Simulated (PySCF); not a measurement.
## Worked example: oscillator strength and radiative lifetime

SeHBr, SMILES Br[SeH].

Geometry: B3LYP-D3(BJ)/def2-TZVP.

TDA-LC-ωPBE/def2-TZVPD (PySCF 2.14.0) puts the first singlet state with f over 0.02 at 7.25 eV (vertical), with the transition dipole (0.038, 1.124, 0.000) in atomic units.

**Question.** Find the oscillator strength, the wavelength and the radiative lifetime that this transition would have in vacuum if emission retraced absorption.

**Answer.** 
|μ|² = 1.2648 au, so |μ| = 2.86 D. ΔE = 7.25/27.211 = 0.2664 hartree. f = (2/3) ΔE |μ|² = 0.225 (the program prints 0.225).
λ = 1239.84/7.25 = 171 nm; ν = 58475 cm⁻¹.
Einstein's coefficient A = 0.6670 ν² f s⁻¹ (ν in cm⁻¹) = 5.1e8 s⁻¹, so τ = 1/A = 2.0 ns. This state is S5; the lower singlets have f = 0.001, 0.006, 0.002, 0.003. The figure is the radiative limit of this one transition; relaxation, internal conversion, crossing to triplets and a medium change what is measured.
